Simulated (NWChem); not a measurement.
System: CH3F3Si; SMILES F[Si](F)(C)F

Input file for NWChem:

```
start job
memory heap 200 mb stack 900 mb global 1100 mb
geometry units angstroms
  C      0.000000     0.000000     1.833273
  Si     0.000000     0.000000    -0.010995
  F     -0.839268    -1.248328    -0.613891
  F      1.500718    -0.102663    -0.613891
  F     -0.661450     1.350992    -0.613891
  H     -1.034892     0.074186     2.221692
  H      0.581693     0.859150     2.221692
  H      0.453199    -0.933336     2.221692
end
basis spherical
  * library 6-31g*
end
dft
  xc hfexch
  iterations 150
end
driver
  maxiter 120
end
task dft optimize
task dft freq
```

Excerpt of the output:

```
             Northwest Computational Chemistry Package (NWChem) 7.3.0
             --------------------------------------------------------

 C3  symmetry detected

                             Geometry "geometry" -> ""
                             -------------------------

 Output coordinates in angstroms (scale by  1.889725989 to convert to a.u.)

  No.       Tag          Charge          X              Y              Z
 ---- ---------------- ---------- -------------- -------------- --------------
    1 C                    6.0000     0.00000000    -0.00000000     1.81455846
    2 Si                  14.0000     0.00000000     0.00000000    -0.02970954
    3 F                    9.0000     0.00000029     1.50422552    -0.63260554
    4 F                    9.0000    -1.30269766    -0.75211251    -0.63260554
    5 F                    9.0000     1.30269737    -0.75211301    -0.63260554
    6 H                    1.0000     0.90022888     0.51584229     2.20297746
    7 H                    1.0000    -0.00338191    -1.03754222     2.20297746
    8 H                    1.0000    -0.89684697     0.52169994     2.20297746

 Effective nuclear repulsion energy (a.u.)     258.1140984589

      Symmetry information
      --------------------

 Group name             C3
 Group number              5
 Group order               3
 No. of unique centers     4

                                Z-matrix (autoz)
                                --------

 Units are Angstrom for bonds and degrees for angles

      Type          Name      I     J     K     L     M      Value
      ----------- --------  ----- ----- ----- ----- ----- ----------
    1 Stretch                  1     2                       1.84427
    2 Stretch                  1     6                       1.10787
    3 Stretch                  1     7                       1.10787
    4 Stretch                  1     8                       1.10787
    5 Stretch                  2     3                       1.62055
    6 Stretch                  2     4                       1.62055
    7 Stretch                  2     5                       1.62055
    8 Bend                     1     2     3               111.84099
    9 Bend                     1     2     4               111.84099
   10 Bend                     1     2     5               111.84099
   11 Bend                     2     1     6               110.52402
   12 Bend                     2     1     7               110.52402
   13 Bend                     2     1     8               110.52402
   14 Bend                     3     2     4               107.00099
   15 Bend                     3     2     5               107.00099
   16 Bend                     4     2     5               107.00099
   17 Bend                     6     1     7               108.39821
   18 Bend                     6     1     8               108.39821
   19 Bend                     7     1     8               108.39821
   20 Torsion                  3     2     1     6         -60.18675
   21 Torsion                  3     2     1     7         179.81325
   22 Torsion                  3     2     1     8          59.81325
   23 Torsion                  4     2     1     6         179.81325
   24 Torsion                  4     2     1     7          59.81325
   25 Torsion                  4     2     1     8         -60.18675
   26 Torsion                  5     2     1     6          59.81325
   27 Torsion                  5     2     1     7         -60.18675
   28 Torsion                  5     2     1     8         179.81325

  xc_inp: hfexch multiplicative factor not found.

                           NWChem Geometry Optimization
                           ----------------------------

 maximum gradient threshold         (gmax) =   0.000450
 rms gradient threshold             (grms) =   0.000300
 maximum cartesian step threshold   (xmax) =   0.001800
 rms cartesian step threshold       (xrms) =   0.001200
 fixed trust radius                (trust) =   0.300000
 source of zmatrix                         =   autoz

          -------------------
          Energy Minimization
          -------------------

 Using diagonal initial Hessian
 Scaling for Hessian diagonals: bonds = 1.00  angles = 0.25  torsions = 0.10

          --------
          Step   0

                                 NWChem DFT Module
                                 -----------------

 Summary of "ao basis" -> "ao basis" (spherical)
 ------------------------------------------------------------------------------
       Tag                 Description            Shells   Functions and Types
 ---------------- ------------------------------  ------  ---------------------
 C                           6-31g*                  6       14   3s2p1d
 Si                          6-31g*                  8       18   4s3p1d
 F                           6-31g*                  6       14   3s2p1d
 H                           6-31g*                  2        2   2s

      Symmetry analysis of basis
      --------------------------

        a          30
        e+         25
        e-         25

  Rotation of axis

            General Information
            -------------------
          SCF calculation type: DFT
          Wavefunction type:  closed shell.
          No. of atoms     :     8
          No. of electrons :    50
           Alpha electrons :    25
            Beta electrons :    25
          Charge           :     0
          Spin multiplicity:     1
          Use of symmetry is: on ; symmetry adaption is: on
          Maximum number of iterations: 150
          AO basis - number of functions:    80
                     number of shells:    38
          Convergence on energy requested:  1.00D-06
          Convergence on density requested:  1.00D-05
          Convergence on gradient requested:  5.00D-04

              XC Information
              --------------
                     Hartree-Fock (Exact) Exchange  1.000

      Superposition of Atomic Density Guess
      -------------------------------------

 Sum of atomic energies:        -626.08925536

      Non-variational initial energy
      ------------------------------

 Total energy =    -627.304348
 1-e energy   =   -1383.937943
 2-e energy   =     498.519497
 HOMO         =      -0.437544
 LUMO         =       0.063985

      Symmetry analysis of molecular orbitals - initial
      -------------------------------------------------

  Numbering of irreducible representations:

     1 a           2 e+          3 e-

  Orbital symmetries:

     1 a           2 a           3 e+          4 e+          5 a
     6 a           7 e+          8 e+          9 a          10 a
    11 e+         12 e+         13 a          14 a          15 e+
    16 e+         17 a          18 e+         19 e+         20 e+
    21 e+         22 a          23 e+         24 e+         25 a
    26 a          27 e+         28 e+         29 a          30 e+
    31 e+         32 a          33 a          34 a          35 e+

   convergence    iter        energy       DeltaE   RMS-Dens  Diis-err
 ---------------- ----- ----------------- --------- --------- ---------
 d= 0,ls=0.0,diis     1   -626.9755379882 -8.85D+02  8.16D-03  8.24D-01
 d= 0,ls=0.0,diis     2   -627.0416408428 -6.61D-02  2.61D-03  2.58D-01
 d= 0,ls=0.0,diis     3   -627.0620301550 -2.04D-02  7.16D-04  3.57D-03
 d= 0,ls=0.0,diis     4   -627.0626802537 -6.50D-04  1.89D-04  1.24D-04
 d= 0,ls=0.0,diis     5   -627.0627102957 -3.00D-05  5.13D-05  7.38D-06
  Resetting Diis
 d= 0,ls=0.0,diis     6   -627.0627122726 -1.98D-06  1.34D-05  7.02D-07
 d= 0,ls=0.0,diis     7   -627.0627124473 -1.75D-07  2.61D-06  4.30D-08

         Total DFT energy =     -627.062712447274
      One electron energy =    -1386.212948258917
           Coulomb energy =      558.109081258737
    Exchange-Corr. energy =      -57.072943906012
 Nuclear repulsion energy =      258.114098458917

 Numeric. integr. density =        0.000000000000

                  Occupations of the irreducible representations
                  ----------------------------------------------

[...]

      ----------------------
      Optimization converged
      ----------------------

  Step       Energy      Delta E   Gmax     Grms     Xrms     Xmax
  ---- ---------------- -------- -------- -------- -------- --------
@    4    -627.06826827 -1.8D-07  0.00005  0.00001  0.00037  0.00072
                                     ok       ok       ok       ok

                                Z-matrix (autoz)
                                --------

 Units are Angstrom for bonds and degrees for angles

      Type          Name      I     J     K     L     M      Value     Gradient
      ----------- --------  ----- ----- ----- ----- ----- ---------- ----------
    1 Stretch                  1     2                       1.84448   -0.00005
    2 Stretch                  1     6                       1.08529   -0.00000
    3 Stretch                  1     7                       1.08529   -0.00000
    4 Stretch                  1     8                       1.08529   -0.00000
    5 Stretch                  2     3                       1.57598   -0.00000
    6 Stretch                  2     4                       1.57598   -0.00000
    7 Stretch                  2     5                       1.57598   -0.00000
    8 Bend                     1     2     3               111.76578    0.00000
    9 Bend                     1     2     4               111.76578    0.00000
   10 Bend                     1     2     5               111.76578    0.00000
   11 Bend                     2     1     6               110.86683    0.00000
   12 Bend                     2     1     7               110.86683    0.00000
   13 Bend                     2     1     8               110.86683    0.00000
   14 Bend                     3     2     4               107.08238   -0.00000
   15 Bend                     3     2     5               107.08238   -0.00000
   16 Bend                     4     2     5               107.08238   -0.00000
   17 Bend                     6     1     7               108.04028   -0.00001
   18 Bend                     6     1     8               108.04028   -0.00001
   19 Bend                     7     1     8               108.04028   -0.00001
   20 Torsion                  3     2     1     6         -60.18066   -0.00000
   21 Torsion                  3     2     1     7         179.81934   -0.00000
   22 Torsion                  3     2     1     8          59.81934   -0.00000
   23 Torsion                  4     2     1     6         179.81934   -0.00000
   24 Torsion                  4     2     1     7          59.81934   -0.00000
   25 Torsion                  4     2     1     8         -60.18066   -0.00000
   26 Torsion                  5     2     1     6          59.81934   -0.00000
   27 Torsion                  5     2     1     7         -60.18066   -0.00000
   28 Torsion                  5     2     1     8         179.81934   -0.00000

                         Geometry "geometry" -> "geometry"
                         ---------------------------------

 Output coordinates in angstroms (scale by  1.889725989 to convert to a.u.)

  No.       Tag          Charge          X              Y              Z
 ---- ---------------- ---------- -------------- -------------- --------------
    1 C                    6.0000     0.00000000     0.00000000     1.80841469
    2 Si                  14.0000     0.00000000     0.00000000    -0.03606160
    3 F                    9.0000     0.00005062     1.46362318    -0.62045535
    4 F                    9.0000    -1.26756017    -0.73176775    -0.62045535
    5 F                    9.0000     1.26750954    -0.73185543    -0.62045535
    6 H                    1.0000     0.87985575     0.50425210     2.19499254
    7 H                    1.0000    -0.00323275    -1.01410348     2.19499254
    8 H                    1.0000    -0.87662300     0.50985138     2.19499254

 Effective nuclear repulsion energy (a.u.)     263.7535152827

      Symmetry information
      --------------------

 Group name             C3
 Group number              5
 Group order               3
 No. of unique centers     4

                Final and change from initial internal coordinates
                --------------------------------------------------

                                Z-matrix (autoz)
                                --------

 Units are Angstrom for bonds and degrees for angles

[...]

 Rotational Constants
 --------------------
 A=   0.134642 cm-1  (  0.193716 K)
 B=   0.122383 cm-1  (  0.176079 K)
 C=   0.122383 cm-1  (  0.176079 K)

 Temperature                      =   298.15K
 frequency scaling parameter      =   1.0000

 Zero-Point correction to Energy  =   31.015 kcal/mol  (  0.049426 au)
 Thermal correction to Energy     =   34.724 kcal/mol  (  0.055336 au)
 Thermal correction to Enthalpy   =   35.316 kcal/mol  (  0.056280 au)

 Total Entropy                    =   74.558 cal/mol-K
   - Translational                =   39.700 cal/mol-K (mol. weight =  99.9956)
   - Rotational                   =   23.990 cal/mol-K (symmetry #  =        3)
   - Vibrational                  =   10.868 cal/mol-K

 Cv (constant volume heat capacity) =   19.177 cal/mol-K
   - Translational                  =    2.979 cal/mol-K
   - Rotational                     =    2.979 cal/mol-K
   - Vibrational                    =   13.218 cal/mol-K

[normal modes left out]

 ----------------------------------------------------------------------------
 Normal Eigenvalue ||           Projected Infra Red Intensities
  Mode   [cm**-1]  || [atomic units] [(debye/angs)**2] [(KM/mol)] [arbitrary]
 ------ ---------- || -------------- ----------------- ---------- -----------
    1        0.000 ||    0.000053           0.001         0.051       0.013
    2        0.000 ||    0.000057           0.001         0.055       0.014
    3        0.000 ||    0.001163           0.027         1.134       0.290
    4        0.000 ||    0.000003           0.000         0.003       0.001
    5        0.000 ||    0.001014           0.023         0.988       0.252
    6        0.000 ||    0.001455           0.034         1.418       0.362
    7      134.051 ||    0.000000           0.000         0.000       0.000
    8      227.391 ||    0.000059           0.001         0.057       0.015
    9      227.391 ||    0.000059           0.001         0.057       0.015
   10      345.264 ||    0.024199           0.558        23.590       6.024
   11      345.264 ||    0.024199           0.558        23.590       6.024
   12      404.182 ||    0.085310           1.968        83.165      21.237
   13      726.397 ||    0.006382           0.147         6.221       1.589
   14      877.849 ||    0.001638           0.038         1.597       0.408
   15      877.849 ||    0.001638           0.038         1.597       0.408
   16      958.216 ||    0.211658           4.883       206.335      52.690
   17     1064.275 ||    0.263722           6.084       257.089      65.650
   18     1064.275 ||    0.263722           6.084       257.089      65.650
   19     1481.182 ||    0.053431           1.233        52.087      13.301
   20     1602.055 ||    0.005060           0.117         4.933       1.260
   21     1602.055 ||    0.005060           0.117         4.933       1.260
   22     3205.675 ||    0.000448           0.010         0.437       0.111
   23     3281.176 ||    0.006885           0.159         6.712       1.714
   24     3281.176 ||    0.006885           0.159         6.712       1.714
 ----------------------------------------------------------------------------
```

Level: Hartree-Fock/6-31G* (spherical d).
